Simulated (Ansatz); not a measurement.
Ansatz (a program for electronic structure) input (B3LYP-D3(BJ)/def2-TZVP):

Ansatz 0.2 input:
```yaml
crystal:
  periodic: [false, false, false]
  atoms:
    - {symbol: Sn, position_ang: [0.40047148, -0.22651609, 0.44523093]}
    - {symbol: O, position_ang: [1.08046640, 0.37393209, -1.20616191]}
    - {symbol: O, position_ang: [-1.45117461, -0.10557485, 0.77212439]}
basis:
  gaussian:
    orbitals: def2-TZVP
hamiltonian:
  xc: b3lyp
  dispersion: d3bj
total_charge: -1
magnetization: {spin_polarized: true, initial_magnetization: 1}
relax: {f_tol: 0.002, max_steps: 150}
```

Output:

```
Functional definition: B3LYP
integrals: 0.03 GiB planned
734 factors; their error is unknown
mean field: 0.42 GiB planned
mean field evaluation 1: about -9926.6535 eV, gradient 2.4e1 eV
mean field evaluation 2: about -9904.9350 eV, gradient 7.6e1 eV
mean field evaluation 4: about -9929.1798 eV, gradient 2.4e0 eV
mean field evaluation 8: about -9929.2745 eV, gradient 1.5e-1 eV
mean field evaluation 16: about -9929.2747 eV, gradient 5.4e-5 eV
mean field -9929.27467421 eV, -364.8941139732 hartree, gradient 5.5e-5 eV, S^2 0.764718; 3 other end points of the search recorded, 0 dependent functions left out
the calculation of the forces begins
reference -9929.27488512 eV, -364.8941217241 hartree; 20, 19 occupied and 92, 93 virtual orbitals, 734 factors
relax step   1: F+E_penalty+E_count = -9929.36023030 eV  Δ(F+E_penalty+E_count) = +0.000e0 eV  max|allowed force component| = 7.128e-1 eV/Å  Δτ_max = 0.0000 Å  (78 SCF iters, accepted)
these checks for a lower state are left out or cut short: starts, cluster_reference, orbital_swaps, neighbouring_geometries, increment
integrals: 0.03 GiB planned
734 factors; their error is unknown
mean field: 0.42 GiB planned
mean field evaluation 32: about -9929.2426 eV, gradient 1.2e-1 eV
mean field -9929.31577377 eV, -364.8956243540 hartree, gradient 2.6e-5 eV, S^2 0.764273; 0 other end points of the search recorded, 0 dependent functions left out
the calculation of the forces begins
reference -9929.31598445 eV, -364.8956320966 hartree; 20, 19 occupied and 92, 93 virtual orbitals, 734 factors
relax step   2: F+E_penalty+E_count = -9929.40036911 eV  Δ(F+E_penalty+E_count) = -4.014e-2 eV  max|allowed force component| = 1.278e-2 eV/Å  Δτ_max = 0.0742 Å  (44 SCF iters, accepted)
these checks for a lower state are left out or cut short: starts, cluster_reference, orbital_swaps, neighbouring_geometries, increment
integrals: 0.03 GiB planned
734 factors; their error is unknown
mean field: 0.42 GiB planned
mean field -9929.31586300 eV, -364.8956276333 hartree, gradient 1.8e-5 eV, S^2 0.764199; 0 other end points of the search recorded, 0 dependent functions left out
the calculation of the forces begins
reference -9929.31607371 eV, -364.8956353768 hartree; 20, 19 occupied and 92, 93 virtual orbitals, 734 factors
relax step   3: F+E_penalty+E_count = -9929.40042272 eV  Δ(F+E_penalty+E_count) = -5.361e-5 eV  max|allowed force component| = 1.335e-3 eV/Å  Δτ_max = 0.0031 Å  (44 SCF iters, accepted)
integrals: 0.03 GiB planned
734 factors; their error is unknown
mean field: 0.42 GiB planned
mean field evaluation 64: about -9929.3159 eV, gradient 1.4e-4 eV
mean field -9929.31586300 eV, -364.8956276333 hartree, gradient 1.8e-5 eV, S^2 0.764199; 4 other end points of the search recorded, 0 dependent functions left out
the calculation of the forces begins
reference -9929.31607371 eV, -364.8956353768 hartree; 20, 19 occupied and 92, 93 virtual orbitals, 734 factors
Total energy: -9929.40063343 eV, -364.8987428892 hartree
Atom 0 at     0.368758    -0.206993     0.409386 Å, force    -0.001028     0.000616    -0.001122 eV/Å
Atom 1 at     1.153132     0.374931    -1.232633 Å, force    -0.000307    -0.000460     0.001194 eV/Å
Atom 2 at    -1.492128    -0.126097     0.834440 Å, force     0.001335    -0.000156    -0.000072 eV/Å
Dipole moment:     0.403254    -0.248287     0.455866 e Å
```
